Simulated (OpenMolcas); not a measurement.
**Pt2+ in NaCl: curves along the breathing mode**

Pt2+ with its 6 nearest chloride ions, on the Na site of NaCl (a = 5.64056 Å, distance in the model lattice 2.820 Å). The rest of the host is ab initio model potentials to 7.6 Å, with orthogonalisation functions on the cations behind the ligands, and point charges beyond; the distance is set by hand and nothing relaxes, and no local charge compensation is placed. Ligand basis ANO-RCC-VDZP.

```json
{"Program": "OpenMolcas", "Method": "CASSCF", "Basis": "ANO-RCC-VDZP [7s6p4d2f]", "Scalar Hamiltonian": "DKH2, point nucleus", "Active space": "8 electrons in 5 orbitals (5d)", "State averaging": "2S+1 = 3 even, 10 roots; 2S+1 = 1 even, 15 roots", "Spin-orbit coupling": "RASSI with atomic mean-field integrals over the reference wave functions"}
```

Spin-free energies (labels of O, the rotations of Oh) in cm-1 above the lowest fitted minimum, as all ligands move together:

```tsv
R (Å)	3A2	3T2	1E	3T1	1A1	1T2	1T1
2.476	2780	18040	13140	24760	21180	28400	31610
2.593	0	11850	10750	18100	18560	22610	25940
2.651	970	11460	11850	17390	19510	22350	25750
2.709	3150	12470	14150	18050	21650	23460	26940
2.768	6450	14730	17540	19950	24860	25800	29350
2.826	10610	18020	21770	22860	28920	29130	32750
```

Cubic fits give the following; the wavenumber is harmonic, with the mass of all moving ligands, small differences in it between states hang on the degree of the fit, a number in brackets counts states of one label, and the table is a selection of at most 14 states with clean curves.

| State | R0 (Å) | Breathing mode (cm-1) | Minimum (cm-1) |
| --- | --- | --- | --- |
| 3A2 | 2.584 | 265 | 0 |
| 3T2 | 2.638 | 265 | 11400 |
| 1E | 2.577 | 264 | 10710 |
| 3T1 | 2.651 | 258 | 17370 |
| 1A1 | 2.583 | 260 | 18550 |
| 1T2 | 2.633 | 264 | 22260 |
| 1T1 | 2.630 | 265 | 25640 |
| 3T1(2) | 2.668 | 272 | 27230 |
| 1E(2) | 2.680 | 265 | 35450 |
| 1T2(2) | 2.679 | 265 | 35670 |
| 1A1(2) | 2.663 | 268 | 54560 |

The minimum of 3T2 is shifted by +0.0542 Å against 3A2 (from the unrounded fits). With M = 212.7 u for the moving shell, the Huang-Rhys factor in this mode is S = M ω ΔR² / 2ħ = 0.01483 × 212.7 × 265 × 0.0542² = 2.46. Only the first shell moves, against a rigid host.

Without dynamic correlation the repulsion within the d shell is too large (B by tens of per cent), so at a given field states of lower spin stand too high. Real 4d8 and 5d8 ions are as a rule square planar and diamagnetic. With metal d orbitals alone the field can be off either way by tens of per cent. Ligand-to-metal charge-transfer states are missing. With no ligand orbital active B as a rule stays too high, so bands that hang on it stand too high and its fall with covalency is understated. The least metal-like active orbital is 78 % on the metal (Löwdin) and no ligand orbital is active, so the numbers are rough (holds for R = 2.476). The least metal-like active orbital is 82 % on the metal (Löwdin) and no ligand orbital is active, so the numbers are rough (holds for R = 2.593). The least metal-like active orbital is 83 % on the metal (Löwdin) and no ligand orbital is active, so the numbers are rough (holds for R = 2.651). The least metal-like active orbital is 84 % on the metal (Löwdin) and no ligand orbital is active, so the numbers are rough (holds for R = 2.709). No measured value stands beside these numbers.
